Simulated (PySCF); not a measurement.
**Excitation energy of Sn by level of theory**

Sn [Kr] 4d10 5s2 5p2 (3P) → Sn [Kr] 4d10 5s2 5p1 5d1 (high-spin determinant), as a difference of total energies. All numbers are calculated (PySCF 2.14, the spin-free X2C one-electron Hamiltonian (Gaussian nucleus), in aug-cc-pVTZ-DK3 (8s7p5d2f, 68 functions)). Correlated levels: valence: [Kr] 4d10 frozen. The calculations carry no spin-orbit coupling.

| method | excitation energy (cm⁻¹) |
| --- | --- |
| UHF | 46028 |
| LDA | 44083 |
| PBE | 42510 |
| PBE0 | 44155 |
| r2SCAN | 45416 |
| wB97X-V | 46822 |
| BP86 | 42694 |
| wB97M-V | 46897 |
| r2SCANh | 45787 |
| MP2 (valence) | 46369 |
| SCS-MP2 (valence) | 46252 |

A first-order spin-orbit estimate (lowest level to lowest level, LS coupling) adds 0.048 eV.

The promoted electron is Rydberg-like, and one or two diffuse shells describe it only roughly, which tends to raise the upper state.

The determinant of the upper state mixes LS terms, which raises its energy above the lowest term, most at the Hartree-Fock and MP2 levels.
